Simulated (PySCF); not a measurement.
Dipole moment (D) of eight compounds of closed-shell metals: PBE beside PBE0, computed with PySCF for isolated molecules in the bases named; differences from unrounded values. The eight are the first of their class met in an unordered collection, after screening for sound electronic states; none was chosen by its value, except that the dipole had to exceed 0.05 D. Each molecule has one DFT geometry for both levels.

```csv
molecule,basis,PBE0
"CH₆GaNO₂, SMILES [Ga]([NH2])([OH])[O]C",def2-TZVP,3.43
"CH5ClGaNO, SMILES C[O][Ga]([NH2])[Cl]",def2-TZVP,3.33
"C3H9AlO, SMILES C[CH2][Al]([CH3])[OH]",def2-TZVP,1.29
"Al(H)(Et)(vinyl) (C4H9Al), SMILES C=[CH][AlH][CH2]C",def2-TZVP,0.74
"Zn(SH)(SMe) (CH4S2Zn), SMILES C[S][Zn][SH]",def2-TZVP,1.61
"Al(H)(NH2)(NMe2) (C₂H₉AlN₂), SMILES [AlH]([N](C)C)[NH2]",def2-TZVP,1.04
"Ga(F)2(OSiH3) (F2GaH3OSi), SMILES [SiH3][O][Ga]([F])[F]",def2-TZVP,1.58
"Al(H)(OH)(nPr) (C₃H₉AlO), SMILES CC[CH2][AlH][OH]",def2-TZVP,0.60
```

Estimate the PBE values and say how PBE differs from PBE0 over the set. (An estimate is asked for; the answer gives what the named calculation found.)


```
molecule                                                  PBE  difference
-------------------------------------------------------  ----  ----------
CH₆GaNO₂, SMILES [Ga]([NH2])([OH])[O]C                   3.30       -0.13
CH5ClGaNO, SMILES C[O][Ga]([NH2])[Cl]                    3.27       -0.06
C3H9AlO, SMILES C[CH2][Al]([CH3])[OH]                    1.21       -0.07
Al(H)(Et)(vinyl) (C4H9Al), SMILES C=[CH][AlH][CH2]C      0.78        0.04
Zn(SH)(SMe) (CH4S2Zn), SMILES C[S][Zn][SH]               1.60       -0.01
Al(H)(NH2)(NMe2) (C₂H₉AlN₂), SMILES [AlH]([N](C)C)[NH2]  1.11        0.06
Ga(F)2(OSiH3) (F2GaH3OSi), SMILES [SiH3][O][Ga]([F])[F]  1.49       -0.09
Al(H)(OH)(nPr) (C₃H₉AlO), SMILES CC[CH2][AlH][OH]        0.51       -0.08
```
PBE lies below PBE0 in 6 and above it in 2 of the eight; the mean signed difference is -0.04 and the largest -0.13 D.
